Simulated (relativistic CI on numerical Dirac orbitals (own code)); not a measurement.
Transition arrays of Rh XXV

Calculated at this level of theory: Dirac-Coulomb-Breit CI, KLI orbitals optimised for each configuration, a model potential for QED, valence Slater integrals scaled by 0.9, whole transition arrays (own radial code, finite nucleus).

Configurations in the expansion (outside the closed core [Ne] 3s2): 3p6 3d3, 3p6 3d2 4f, 3p5 3d4, 3p6 3d2 4p, 3p6 3d2 5f. Levels of other configurations are missing.

All E1 lines from the levels of 3p6 3d3; mean and standard deviation are weighted by gf, and upper levels are sorted by their leading configuration.

```csv
Upper configuration,Lines,Σgf,Mean (eV),Mean (nm),σ (eV),Strongest line (nm)
3p6 3d2 4f,721,292.2,646.71,1.917,5.76,1.904
3p5 3d4,1718,152.8,191.41,6.477,15.93,6.183
3p6 3d2 4p,466,13.1,524.08,2.366,5.50,2.364
3p6 3d2 5f,721,81.3,845.02,1.467,6.11,1.462
```

Σgf per state of the lower configuration in bins of 0.2 nm over the central range (centre: value): 1.5: 0.68, 1.9: 2.43, 2.3: 0.10, 5.9: 0.20, 6.1: 0.27, 6.3: 0.18, 6.5: 0.17, 6.7: 0.08, 6.9: 0.08, 7.1: 0.07, 7.3: 0.04, 7.5: 0.06.

(1) How do configuration mixing and the scaling of the Slater integrals move the arrays?

## Answers

(1) Slater scale 0.9, no configuration mixing: 3p6 3d2 4f 646.6 ± 5.7 eV (Σgf 281.2), 3p5 3d4 191.6 ± 15.9 eV (Σgf 159.1), 3p6 3d2 4p 524.2 ± 5.4 eV (Σgf 13.5), 3p6 3d2 5f 844.9 ± 6.1 eV (Σgf 68.0); Slater scale 1: 3p6 3d2 4f 647.3 ± 6.3 eV (Σgf 294.4), 3p5 3d4 194.2 ± 16.8 eV (Σgf 154.3), 3p6 3d2 4p 524.1 ± 6.0 eV (Σgf 13.0), 3p6 3d2 5f 845.3 ± 6.6 eV (Σgf 82.0); Slater scale 0.8: 3p6 3d2 4f 646.1 ± 5.3 eV (Σgf 290.1), 3p5 3d4 188.6 ± 15.1 eV (Σgf 151.4), 3p6 3d2 4p 524.0 ± 5.0 eV (Σgf 13.1), 3p6 3d2 5f 844.8 ± 5.6 eV (Σgf 80.6). With mixing, levels are counted to their leading configuration, so an array can shrink or vanish into another, and the sums then hold other lines.
